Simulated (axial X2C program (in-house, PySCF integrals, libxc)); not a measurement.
WH: cheaper levels and CCSD(T), 2c

All values were computed with an in-house all-electron X2C program for linear molecules (integrals from PySCF). Two-component (2c) means X2C with spin–orbit coupling and atomic mean-field two-electron Coulomb and Gaunt terms. Basis: W dyall-cv3z [13s14p9d7f4g], H dyall-v3z [6s2p1d] (cores contracted in-house); Gaussian nuclei, density fitting, unrestricted open shells. Masses: W 183.951 u, H 1.008 u.

State: Ω = 5/2 (⟨Sz⟩ = 2.48, ⟨Lz⟩ = 0.02 at HF); fragments W + H.

| level | Re (Å) | ωe (cm⁻¹) |
| --- | --- | --- |
| PBE0 | 1.703 | 1937.3 |
| HF | 1.749 | 1849.3 |
| MP2 | 1.708 | 1952.1 |
| CCSD | 1.721 | 1898.9 |
| BHandHLYP | 1.710 | 1936.4 |

Correlated methods: 7 electrons correlated (number of frozen shells: W 5 s, 4 p, 2 d, 1 f; H none), 247 virtual spin orbitals or spinors in MP2, 80 natural virtuals in coupled cluster.

CCSD(T), same Hamiltonian and basis:

Re = 1.720 Å, ωe = 1898.8 cm⁻¹; T1 = 0.026 (Lee–Taylor normalisation).

(1) Give the differences from CCSD(T) in the columns below.

One determinant describes the state; a PBE0 search over occupations chose it and may have missed a lower one. De is not given where an atomic determinant may have missed its ground term or J level, or where the truncated virtual space spoils (T). Density functionals use the spin component along the axis (collinear). Coupled cluster ran in a truncated set of natural virtual spinors; the MP2 energy of the rest was added. (T) has no such correction and the atoms are truncated less, which lowers De at CCSD(T) by a hundredth of an eV or more. The functionals have no current-density term, which raises determinants with orbital currents, atoms included. With several unpaired electrons one determinant need not be a pure state. This is the top spin component of a Σ state; components of lower Ω are not single determinants and can lie lower. With the outer-core shells frozen, correlated bond lengths of heavy atoms tend to come out a few hundredths of an ångström too long.

Answers

(1) 

```csv
level,ΔRe (Å),Δωe (cm⁻¹)
PBE0,-0.017,38
HF,0.029,-50
MP2,-0.012,53
CCSD,0.001,0
BHandHLYP,-0.010,38
```
